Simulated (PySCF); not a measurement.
# How ionic is MGe along the halogens?

PBE0 in PySCF with def2-TZVPPD on every atom (core potentials on I), for the lowest determinant that a PBE0 search found; no spin–orbit coupling. A negative dipole means M(+)Ge(−).

```
 M  state (unpaired electrons)  Re (Å)  μ (D)
 F               doublet (π ↑)   1.757   1.80
Cl               doublet (π ↑)   2.174   1.61
Br               doublet (π ↑)   2.326   1.53
 I               doublet (π ↑)   2.525   1.24
```

**Question.** Give the ionic character |μ|/(e·Re) of each, with 1 e·Å = 4.803 D, and the positive end.

**Answer.** GeF 21 % (Ge positive), GeCl 15 % (Ge positive), GeBr 14 % (Ge positive), GeI 10 % (Ge positive). Lone pairs and polarisation enter μ too, so this number is only a rough measure of charge transfer.

Spin–orbit coupling is left out. States were picked by a PBE0 search and need not be the measured ground states.
